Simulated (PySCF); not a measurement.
**Predicted spectroscopic data**

- B3LYP/pcJ-1 coupling constants (spin–dipole term left out of most H,H and C,H couplings)
- σ from GIAO-PBE0/pcSseg-1
- PBE0-D3(BJ)/def2-SVP structure
- program: PySCF 2.14.0 with density-fitted response routines
- isolated molecule, one averaged value for each set of equivalent atoms, single conformer, non-relativistic

References, each an isolated molecule treated in the same way: ¹H, ¹³C vs TMS. Multiplet labels drop J under 1 Hz and among equivalent protons, and merge close values. Unscaled 3J(H,H) run several per cent high. Where no couplings were computed, multiplicities follow the n + 1 count of equivalent neighbours, and m marks all less simple cases (inequivalent or close neighbours, rings, F or P nearby). Carbons bonded to boron are broad in practice. Shifts are as computed. Against solution values, carbons near 30 ppm lie about +2 ppm off and those near 130 ppm about +5 ppm. Of 1211 compounds with measured shifts, 218 miss one by over three times the rms of a fit or turn the order of signals round; such compounds aren't used in these exercises.

Compound 1 (C₆H₉BO₃). ¹H NMR (400 MHz, computed): δ 7.67 (m, 1H), 7.40 (m, 1H), 6.98 (m, 1H), 3.78 (s, 6H). ¹³C{¹H} NMR (computed): δ 152.7, 145.8, 122.4, 119.9, 53.0. Structure: `O1C=CC(B(OC)OC)=C1`.

Compound 2 (C₄H₁₄Si₃). ¹H NMR (400 MHz, computed): δ 5.28 (m, 1H), 5.27 (m, 1H), 4.10 (s, 9H), 1.96 (s, 3H). ¹³C{¹H} NMR (computed): δ 154.2 (C), 121.3 (CH2), 26.7 (CH3), 1.2 (C). Structure: `C=C(C)C([SiH3])([SiH3])[SiH3]`.

Compound 3 (C₄H₆). ¹H NMR (400 MHz, computed): δ 2.14 (qd, J = 8.5, 4.1 Hz, 2H), 1.79 (t, J = 4.1 Hz, 1H), 1.12 (t, J = 8.5 Hz, 3H). ¹³C{¹H} NMR (computed): δ 88.4 (C), 73.8 (CH), 15.7 (CH3), 14.6 (CH2). Structure: `C#CCC`.
